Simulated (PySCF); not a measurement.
# One molecule, several mistakes: B2CH7Si cation

These are calculations, not measurements. They come from PySCF 2.14.0, an open-source quantum chemistry program, on an isolated molecule that a program drew, which may never have been made. The molecule is B2CH7Si cation (charge +1, singlet), drawn as the SMILES string `BB[SiH+]C`.

Each row is a Hartree-Fock (HF) and frozen-core CCSD(T) single point in the cc-pV(D+d)Z basis, meant for a local HF minimum. Run 1 is clean. Each other run has one planted mistake out of seven kinds, and not every kind appears here: one electron removed, one electron added, multiplicity raised by two, geometry at a saddle point, minimal basis STO-3G, one bond length entered in bohr, all coordinates scaled. The reference is restricted for singlets and unrestricted otherwise, and also for a bond in bohr. Adding or removing an electron swaps singlet and doublet. Electrons count all cores. HOMO and LUMO are orbital energies over both spins, the gradient is its largest component, and the lowest frequency (negative if imaginary) is given only where the gradient is small. Bond lengths are over the 10 bonds as drawn. T1 is the CCSD diagnostic: over 0.02 (restricted) or 0.045 (unrestricted) a single reference is doubtful.

Geometry of the clean run:
```xyz
11
B2CH7Si cation, angstrom
B    -1.6345    1.0207   -1.4073
B    -0.2620    0.1066   -1.0726
Si    0.4400   -0.3924    0.7428
C     0.0016   -1.9081    1.6864
H    -1.5504    2.2088   -1.5148
H    -2.6920    0.4796   -1.5497
H     0.4129   -0.3197   -1.9691
H     1.4046    0.5031    1.3975
H    -0.4089   -1.6112    2.6585
H    -0.7139   -2.5427    1.1649
H     0.9177   -2.4746    1.8892
```

```
run  electrons  basis functions  <S^2>  HOMO (eV)  LUMO (eV)  gradient (hartree/bohr)  lowest frequency (cm^-1)  mean bond (Å)  longest bond (Å)      T1  HF (hartree)  CCSD(T) (hartree)                     mistake
  1         36              100  0.000     -16.37      -4.93                  1.9e-05                        68         1.3875             2.009  0.0147    -379.93279         -380.38655                    no fault
  2         36              100  2.035     -12.59      -8.00                  6.4e-02                         -         1.3875             2.009  0.0222    -379.79759         -380.24790  multiplicity raised by two
  3         36              100  0.749     -14.99      -5.37                  1.4e-02                         -         1.4943             2.268  0.0525    -379.82338         -380.27382                           ?
  4         36               31  0.000     -15.42      -2.09                  2.2e-02                         -         1.3875             2.009  0.0098    -375.60085         -375.80775                           ?
```

**Which mistake was planted in run 3, and what did it cost?**

The mean bond changes by a factor of 1.077 and the longest by 1.129, so the molecule wasn't scaled as a whole. A length L in bohr read as angstrom grows by (1/0.5292 - 1) L = 0.890 L. The 10 bonds together grew by 10 x 0.1068 = 1.068 Å, which gives L = 1.200 Å. That is the length of one of the B-H bonds, 1.200 Å in the clean geometry. So the mistake is: one bond length entered in bohr. Subtracting run 1 and multiplying by 627.51 kcal/mol a hartree, the energy moved by 68.7 kcal/mol in HF and 70.7 kcal/mol in CCSD(T).

**Which mistake was planted in run 4, and what did it cost?**

It has 31 basis functions where the clean run has 100, with the same electrons and geometry. So the mistake is: minimal basis STO-3G. Subtracting run 1 and multiplying by 627.51 kcal/mol a hartree, the energy moved by 2718.3 kcal/mol in HF and 2873.2 kcal/mol in CCSD(T).

Cautions from the logs. Run 3: T1 is over the limit, so its CCSD(T) energy is less reliable.
